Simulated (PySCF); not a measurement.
C5H8PSi (charge -1).
Bonds: C1–C2, C2–C3 (aromatic), C3–P4 (aromatic), P4–C5 (aromatic), C5–Si6, C5–C7 (aromatic), C2–C7 (aromatic). Hydrogens: H8, H9, H10 on C1; H11 on C3; H12, H13, H14 on Si6; H15 on C7.

NICS = −σ at a ghost point: NICS(0) at the centroid of the ring atoms, NICS(1) 1 Å to either side along the normal of their mean plane, zz for the tensor component along that normal. Level: GIAO PBE0/pcSseg-1 (PySCF, non-relativistic, gas phase) on the GFN2-xTB geometry, one conformer.

Ring bond lengths (Å), with Mayer bond orders in brackets: C2–C3 1.385 (1.47), C3–P4 1.738 (1.31), P4–C5 1.771 (1.21), C5–C7 1.392 (1.43), C7–C2 1.394 (1.37).

Question: Give the NICS values of each ring in ppm.

Answer: 
```json
{"ring": "C2–C3–P4–C5–C7", "type": "5-membered ring with P; formal bonds all aromatic", "NICS(0)": "-11.7", "NICS(1), two faces": "-11.2 / -11.2", "NICS(1)zz, two faces": "-28.7 / -28.7", "rms pucker (Å)": "0.00", "centre to ring atoms, mean (Å)": "1.30"}
```

Question: What do they say, and how far can they be read as aromaticity?

Answer: 
- C2–C3–P4–C5–C7: mean NICS(1)zz -28.7 ppm, shielded.

Question: How equal are the bonds by HOMA? HOMA = 1 − mean of α(R − Ropt)² over the ring bonds, with Krygowski's 1993 parameters (CC: Ropt 1.388 Å, α 257.7 Å⁻²; CP: Ropt 1.698 Å, α 118.91 Å⁻²).

Answer: 
- C2–C3–P4–C5–C7: HOMA 0.83; the largest term is that of P4–C5, α(R − Ropt)² = 0.64.

Question: Give the inner angles of the rings and the Hirshfeld charges of the ring atoms.

Answer: 
- C2–C3–P4–C5–C7: C2 111.9° (-0.066 e), C3 113.4° (-0.193 e), P4 89.8° (-0.198 e), C5 110.8° (-0.224 e), C7 114.1° (-0.130 e); sum 540.0° against 540° for a flat convex ring.
